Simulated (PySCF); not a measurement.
Cartesian coordinates (Å):
```xyz
18

Zr    -0.1220    -0.1699    -0.4004
O     -1.9511     0.4196    -0.2319
C     -3.2032     1.0247    -0.1205
H     -3.2443     1.7093     0.7571
H     -3.9970     0.2556     0.0104
H     -3.4485     1.6160    -1.0319
O      0.9837     0.4310     1.0663
C      1.7459     0.8917     2.1374
H      1.1526     1.5680     2.7941
H      2.6389     1.4562     1.7841
H      2.1051     0.0427     2.7624
O      0.6847     0.3935    -2.0638
C      1.2331     0.8308    -3.2672
H      0.5145     1.4689    -3.8306
H      1.5008    -0.0329    -3.9178
H      2.1583     1.4278    -3.0961
S     -0.2521    -2.6634    -0.3587
H      1.1015    -2.7850    -0.4901
```
Charge 0, multiplicity 1.

Q: What dipole moment, LUMO, charge on the central atom (Mulliken), HOMO and total energy does TPSSh-D3(BJ)/def2-TZVP // PBE-D3(BJ)/def2-SVP run with PySCF 2.14.0 give?

A: 
```yaml
dipole_moment: 3.43 D
LUMO: -0.84 eV
charge on the central atom (Mulliken): 1.61 e
HOMO: -6.18 eV
total_energy: -791.6727 Ha
```
